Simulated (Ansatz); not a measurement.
Geometry optimisation, Ansatz 0.2.0, RKS B3LYP-D4/def2-SVP.

Input:

```yaml
crystal:
  periodic: [false, false, false]
  atoms:
    - { symbol: C, position_ang: [0.2606, 2.073, 0.1257] }
    - { symbol: Ge, position_ang: [-0.8545, 0.5012, -0.0971] }
    - { symbol: Sn, position_ang: [0.6935, -1.5528, -0.1405] }
    - { symbol: O, position_ang: [-0.2775, -3.1934, -0.3309] }
    - { symbol: H, position_ang: [-0.4554, 2.9951, 0.1102] }
    - { symbol: H, position_ang: [0.7772, 2.0812, 1.0656] }
    - { symbol: H, position_ang: [0.9496, 2.2061, -0.7296] }
    - { symbol: H, position_ang: [-1.8029, 0.3965, 1.0825] }
    - { symbol: H, position_ang: [-1.6342, 0.5904, -1.3872] }
    - { symbol: H, position_ang: [1.8425, -1.4132, -1.4463] }
    - { symbol: H, position_ang: [1.6118, -1.6201, 1.3971] }
    - { symbol: H, position_ang: [-1.0336, -3.119, 0.3845] }
basis:
  gaussian: { orbitals: def2-SVP }
hamiltonian:
  xc: b3lyp
  dispersion: d4
relax:
  f_tol: 0.015
  max_steps: 40
output:
  orbitals: {}
```

Run as:

```bash
$ ansatz run input.yaml --threads 2 --pin off --max-ram 3072MiB --backend cpu --events-out ev --progress --plain --runs-dir out
```

**Question.** Where does it end, and by what steps?

**Answer.** The forces met the threshold. After 6 steps the energy has fallen by 0.459 eV; H12 moved furthest, 0.23 Å.

```tsv
step	energy less start (eV)	largest force component (eV/Å)	accepted
0	0.0000	3.330	yes
1	-0.3984	1.235	yes
2	-0.4462	0.528	yes
3	-0.4564	0.261	yes
4	-0.4589	0.101	yes
5	-0.4592	0.028	yes
6	-0.4594	0.004	yes
```

```xyz
12
Properties=species:S:1:pos:R:3
C 0.218 2.218 0.124
Ge -0.821 0.553 -0.087
Sn 0.751 -1.558 -0.093
O -0.322 -3.241 -0.335
H -0.462 3.084 0.127
H 0.777 2.206 1.071
H 0.931 2.334 -0.706
H -1.835 0.426 1.075
H -1.623 0.598 -1.409
H 1.806 -1.630 -1.449
H 1.663 -1.706 1.373
H -1.005 -3.339 0.343
```

Whether the end is a true minimum wasn't checked by a vibrational analysis.

Run time: 23 s on 2 threads of Intel(R) Xeon(R) Platinum 8488C (Sapphire Rapids) (shared host), peak memory 0.37 GiB.
